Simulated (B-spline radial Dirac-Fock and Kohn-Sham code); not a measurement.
## Elastic and transport cross sections of strontium for positrons

Model: relativistic (Dirac) partial waves in the static field of the Dirac-Fock atom, without polarisation or absorption potentials. Program: a radial atomic solver. Below a few hundred eV the neglected polarisation potential matters, most of all at small angles. σ_tr1 and σ_tr2 weight the cross section with 1 − P₁ and 1 − P₂ of cos θ; "backward" is the share scattered beyond 90°.

| energy (eV) | σ (a₀²) | σ_tr1 (a₀²) | σ_tr2 (a₀²) | σ/σ_tr1 | backward (%) |
| --- | --- | --- | --- | --- | --- |
| 142 | 25.8 | 3.39 | 6.11 | 7.61 | 3.4 |
| 156 | 24.7 | 3.14 | 5.69 | 7.87 | 3.3 |
| 175 | 23.4 | 2.86 | 5.20 | 8.20 | 3.1 |
| 206 | 21.7 | 2.49 | 4.57 | 8.71 | 2.8 |
| 217 | 21.2 | 2.38 | 4.39 | 8.89 | 2.8 |
| 560 | 13.2 | 0.996 | 1.93 | 13.3 | 1.7 |
| 1230 | 8.59 | 0.458 | 0.909 | 18.7 | 1.1 |
| 2070 | 6.30 | 0.266 | 0.540 | 23.7 | 0.83 |
| 2270 | 5.95 | 0.241 | 0.491 | 24.7 | 0.78 |
| 2520 | 5.58 | 0.214 | 0.440 | 26.0 | 0.72 |
| 4470 | 3.87 | 0.109 | 0.234 | 35.5 | 0.46 |
| 17600 | 1.49 | 0.0169 | 0.0397 | 88.4 | 0.13 |
| 25100 | 1.15 | 0.00989 | 0.0237 | 116 | 0.091 |
| 26400 | ? | ? | ? | ? | ? |
| 68600 | 0.542 | 0.00199 | 0.00502 | 273 | 0.029 |
| 93300 | 0.435 | 0.00120 | 0.00308 | 363 | 0.019 |

**Question.** Fill in the row for 26.4 keV.

**Answer.** σ = 1.11 a₀², σ_tr1 = 0.00915 a₀², σ_tr2 = 0.0220 a₀², σ/σ_tr1 = 121, backward 0.086 %. The ratio σ/σ_tr1 is roughly the number of elastic collisions that randomise the direction.

Values without a named source are computed, but for edge energies of neutral atoms, which are taken from tables.
